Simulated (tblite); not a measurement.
Species: C8H15PS.
SMILES with atom numbers: `[CH3:1][CH2:2][C:3]1=[C:4]([CH3:5])[CH2:6][CH2:7][P@@:8]1([CH3:9])=[S:10]` (hydrogens: H11, H12, H13 on C1; H14, H15 on C2; H16, H17, H18 on C5; H19, H20 on C6; H21, H22 on C7; H23, H24, H25 on C9)

Structure used (GFN2-xTB), in Å, numbered top down from 1:
```
atom  x, y, z in Å
C1    -2.508   -1.227    0.349
C2    -1.420   -1.068   -0.713
C3    -0.308   -0.211   -0.203
C4    -0.213    1.120   -0.170
C5    -1.205    2.091   -0.717
C6     1.040    1.696    0.445
C7     1.719    0.616    1.287
P8     1.118   -0.998    0.613
C9     2.281   -1.431   -0.747
S10    0.813   -2.447    1.864
H11   -2.083   -1.673    1.246
H12   -3.304   -1.872   -0.016
H13   -2.931   -0.260    0.610
H14   -1.846   -0.647   -1.628
H15   -1.015   -2.057   -0.948
H16   -1.988    1.590   -1.280
H17   -0.707    2.813   -1.364
H18   -1.667    2.645    0.100
H19    0.797    2.573    1.048
H20    1.703    2.031   -0.359
H21    1.383    0.660    2.327
H22    2.807    0.680    1.279
H23    3.208   -1.785   -0.297
H24    1.841   -2.241   -1.327
H25    2.472   -0.574   -1.389
```

All values are computed: GFN2-xTB (tblite) harmonic vibrations without scaling, gas phase. Errors from tens to a few hundred cm⁻¹ against measured bands are possible. One conformer, not necessarily the lowest.

Harmonic wavenumbers (cm⁻¹): 58.6, 64.1, 96.0, 110.8, 137.3, 149.6, 161.4, 193.1, 200.6, 215.9, 246.0, 291.4, 350.8, 375.3, 384.5, 516.3, 539.4, 609.2, 678.8, 740.3, 745.9, 773.0, 799.2, 838.2, 859.6, 891.1, 916.5, 980.0, 1011.0, 1015.2, 1045.5, 1079.0, 1100.5, 1117.1, 1143.9, 1181.6, 1219.2, 1232.7, 1245.9, 1296.2, 1306.3, 1318.8, 1398.8, 1408.1, 1412.0, 1427.6, 1431.1, 1468.9, 1471.8, 1477.8, 1483.6, 1493.7, 1498.3, 1700.0, 2932.2, 2944.5, 2952.8, 2957.3, 2972.3, 2976.2, 2992.6, 2995.6, 2998.6, 3011.8, 3012.0, 3035.0, 3036.9, 3042.8, 3058.9.

A = 1228, B = 866.5, C = 640.8 MHz; mass 174.063 u (most abundant isotopes); point group C1, symmetry number 1.

Problem. What is the zero-point energy?

Solution. Half the sum of the wavenumbers: 45913 cm⁻¹ = 131.27 kcal/mol.

Problem. What is S at 400 K and 1 bar for an ideal gas of classical rigid rotors and harmonic oscillators?

Solution. Translation 42.86, rotation 31.41, vibration 54.87: S = 129.1 cal/(mol K).

Problem. And Cp and H(400 K) − H(0)?

Solution. Cp = 61.83 cal/(mol K), of which vibrations give 53.88 (their classical limit is 69 R = 137.1); H(400 K) − H(0) = 14.49 kcal/mol without the zero-point energy, 11.31 from vibrations.

Problem. How do the functions run with temperature in this model?

Solution. 
| T (K) | S (cal/(mol K)) | Cp (cal/(mol K)) | H − H(0) (kcal/mol) | G − H(0) (kcal/mol) | ln q(vib) |
| --- | --- | --- | --- | --- | --- |
| 150 | 86.2 | 31.0 | 2.93 | -10.00 | 4.11 |
| 250 | 104.8 | 43.0 | 6.62 | -19.58 | 7.93 |
| 298.15 | 112.9 | 49.1 | 8.84 | -24.83 | 9.71 |
| 600 | 158.3 | 82.2 | 29.01 | -65.96 | 20.33 |
| 900 | 195.8 | 102.3 | 56.94 | -119.25 | 30.06 |

q(vib) and H(0) count from the zero-point level.

Problem. Blend soft modes into free rotors: weight 1/[1 + (100 cm⁻¹/ν̃)⁴] for the oscillator and the rest for a rotor with moment μB/(μ + B), μ = h/(8π²ν), B = 10⁻⁴⁴ kg m². What vibrational entropy results?

Solution. 51.38 cal/(mol K) in place of 54.87, which changes −T·S at 400 K by +1.40 kcal/mol.

Hindered rotation and anharmonicity are outside this model. Other conformers, if any are populated, would add a mixing term that is left out. The structure is chiral; the term R ln 2 for an equal mix with its mirror image is left out.
